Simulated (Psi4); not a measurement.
H$_{3}$MgNSe (SMILES [NH2][Mg][SeH]), singlet, at a GFN2-xTB geometry (such geometries of metal compounds can be far from the true shape); Psi4 with HF/3-21G.

The Psi4 input:
```
memory 2 GB

molecule {
0 1
Mg    0.00608657    0.31178483   -1.24712508
N    -0.14156392    2.02905672   -2.00400721
H    -1.07032465    2.43913785   -2.02291843
H     0.27969756    2.26813421   -2.89403617
Se    0.04576979   -0.60764762    0.97966863
H     0.15236267   -1.99206823    0.60177256
}

set {
  basis 3-21g
}

energy('scf')
print_variables()
```

Output, abridged:

```
   => Loading Basis Set <=

    Name: 3-21G
    Role: ORBITAL
    Keyword: BASIS

         ---------------------------------------------------------
                                   SCF
               by Justin Turney, Rob Parrish, Andy Simmonett
                          and Daniel G. A. Smith
                              RHF Reference
         ---------------------------------------------------------

  ==> Geometry <==

    Molecular point group: c1
    Full point group: C1

    Geometry (in Angstrom), charge = 0, multiplicity = 1:

       Center              X                  Y                   Z               Mass
    ------------   -----------------  -----------------  -----------------  -----------------
         MG          -0.003656078938     0.393928097700    -1.379171733936    23.985041697000
         N           -0.151306568938     2.111199987700    -2.136053863936    14.003074004430
         H           -1.080067298938     2.521281117700    -2.154965083936     1.007825032230
         H            0.269954911062     2.350277477700    -3.026082823936     1.007825032230
         SE           0.036027141062    -0.525504352300     0.847621976064    79.916521800000
         H            0.142620021062    -1.909924962300     0.469725906064     1.007825032230

  Running in c1 symmetry.

  Rotational constants: A =      1.34948  B =      0.06129  C =      0.05901 [cm^-1]
  Rotational constants: A =  40456.34696  B =   1837.46073  C =   1768.97040 [MHz]
  Nuclear repulsion =  180.860021448314967

  Charge       = 0
  Multiplicity = 1
  Electrons    = 56
  Nalpha       = 28
  Nbeta        = 28

  ==> Algorithm <==

  SCF Algorithm Type is DF.
  DIIS enabled.
  MOM disabled.
  Fractional occupation disabled.
  Guess Type is SAD.
  Energy threshold   = 1.00e-06
  Density threshold  = 1.00e-06
  Integral threshold = 1.00e-12

  ==> Primary Basis <==

  Basis Set: 3-21G
    Blend: 3-21G
    Number of shells: 28
    Number of basis functions: 51
    Number of Cartesian functions: 51
    Spherical Harmonics?: false
    Max angular momentum: 2

   => Loading Basis Set <=

    Name: (3-21G AUX)
    Role: JKFIT
    Keyword: DF_BASIS_SCF

  ==> Integral Setup <==

  SCF_SUBTYPE=INCORE selected. In-core MEM_DF algorithm will be used.
  Using in-core AOs.

  ==> MemDFJK: Density-Fitted J/K Matrices <==

    J tasked:                   Yes
    K tasked:                   Yes
    wK tasked:                   No
    Algorithm:                 Core
    Schwarz Cutoff:           1E-12
    Mask sparsity (%):       9.9193
    Fitting Condition:        1E-10

   => Auxiliary Basis Set <=

  Basis Set: (3-21G AUX)
    Blend: DEF2-UNIVERSAL-JKFIT
    Number of shells: 137
    Number of basis functions: 661
    Number of Cartesian functions: 661
    Spherical Harmonics?: false
    Max angular momentum: 5

  Minimum eigenvalue in the overlap matrix is 6.1293163109E-03.
  Reciprocal condition number of the overlap matrix is 1.5089309917E-03.
    Using symmetric orthogonalization.

  ==> Pre-Iterations <==

  SCF Guess: Superposition of Atomic Densities via on-the-fly atomic UHF (no occupation information).

   -------------------------
    Irrep   Nso     Nmo
   -------------------------
     A         51      51
   -------------------------
    Total      51      51
   -------------------------

  ==> Iterations <==

                           Total Energy        Delta E     RMS |[F,P]|

   @DF-RHF iter SAD: -2639.38199766265097   -2.63938e+03   0.00000e+00
   @DF-RHF iter   1: -2642.48009539802433   -3.09810e+00   1.72481e-02 ADIIS/DIIS
   @DF-RHF iter   2: -2642.81285485008220   -3.32759e-01   7.31341e-03 ADIIS/DIIS
   @DF-RHF iter   3: -2642.88120906306403   -6.83542e-02   1.35522e-03 ADIIS/DIIS
   @DF-RHF iter   4: -2642.88353940726483   -2.33034e-03   2.74656e-04 ADIIS/DIIS
   @DF-RHF iter   5: -2642.88369876428533   -1.59357e-04   5.64772e-05 DIIS
   @DF-RHF iter   6: -2642.88371638058334   -1.76163e-05   1.38870e-05 DIIS
   @DF-RHF iter   7: -2642.88371785233085   -1.47175e-06   3.27353e-06 DIIS
   @DF-RHF iter   8: -2642.88371794850991   -9.61791e-08   9.94296e-07 DIIS
  Energy and wave function converged.

  ==> Post-Iterations <==

    Orbital Energies [Eh]
    ---------------------

    Doubly Occupied:

       1A   -457.895876     2A    -60.320859     3A    -53.821542
       4A    -53.820861     5A    -53.820199     6A    -48.672660
       7A    -15.408999     8A     -8.811831     9A     -6.520006
      10A     -6.515119    11A     -6.510524    12A     -3.750454
      13A     -2.491144    14A     -2.489339    15A     -2.484671
      16A     -2.479628    17A     -2.479199    18A     -2.261822
      19A     -2.261351    20A     -2.259816    21A     -1.058309
      22A     -0.870895    23A     -0.583771    24A     -0.491767
      25A     -0.469360    26A     -0.362684    27A     -0.348857
      28A     -0.322883

    Virtual:

      29A      0.014571    30A      0.079364    31A      0.127763
      32A      0.131325    33A      0.201774    34A      0.281918
      35A      0.289264    36A      0.344187    37A      0.385882
      38A      0.411731    39A      0.477532    40A      0.748645
      41A      0.763816    42A      0.770812    43A      0.914882
      44A      1.226735    45A      1.250560    46A      1.365016
      47A      1.500932    48A      1.634143    49A      1.657944
      50A      2.597445    51A     18.026239

    Final Occupation by Irrep:
              A
    DOCC [    28 ]
    NA   [    28 ]
    NB   [    28 ]

  @DF-RHF Final Energy: -2642.88371794850991

   => Energetics <=

    Nuclear Repulsion Energy =            180.8600214483149671
    One-Electron Energy =               -4048.3185281326291260
    Two-Electron Energy =                1224.5747887358045318
    Total Energy =                      -2642.8837179485099114

Computation Completed

Properties will be evaluated at   0.000000,   0.000000,   0.000000 [a0]

Properties computed using the SCF density matrix

 Multipole Moments:

 ------------------------------------------------------------------------------------
     Multipole            Electronic (a.u.)      Nuclear  (a.u.)        Total (a.u.)
 ------------------------------------------------------------------------------------

 L = 1.  Multiply by 2.5417464519 to convert [e a0] to [Debye]
 Dipole X            :          0.8791421           -1.0310128           -0.1518708
 Dipole Y            :         -9.4029001            8.6927832           -0.7101169
 Dipole Z            :         11.9784439          -13.9737928           -1.9953489
 Magnitude           :                                                    2.1233812

 ------------------------------------------------------------------------------------

  Variable Map:
  ----------------------------------------------------------------------------
  "CURRENT ENERGY"           =>   -2642.883717948510
  "CURRENT REFERENCE ENERGY" =>   -2642.883717948510
  "DD SOLVATION ENERGY"      =>       0.000000000000
  "HF KINETIC ENERGY"        =>    2645.289595698550
  "HF POTENTIAL ENERGY"      =>   -5288.173313647060
  "HF TOTAL ENERGY"          =>   -2642.883717948510
  "HF VIRIAL RATIO"          =>       1.999090504966
  "NUCLEAR REPULSION ENERGY" =>     180.860021448315
  "ONE-ELECTRON ENERGY"      =>   -4048.318528132629
  "PCM POLARIZATION ENERGY"  =>       0.000000000000
  "PE ENERGY"                =>       0.000000000000
  "SCF ITERATION ENERGY"     =>   -2642.883717948510
  "SCF ITERATIONS"           =>       8.000000000000
  "SCF TOTAL ENERGY"         =>   -2642.883717948510
  "TWO-ELECTRON ENERGY"      =>    1224.574788735805

  Array Variable Map:
  ----------------------------------------------------------------------------
  "CURRENT DIPOLE"           =>      -0.151870766770 ... -1.995348859713 1 by 3
  "SCF DIPOLE"               =>      -0.151870766770 ... -1.995348859713 1 by 3
  "SCF TOTAL ENERGIES"       =>   -2639.381997662651 ... -2642.883717948510 1 by 9
```
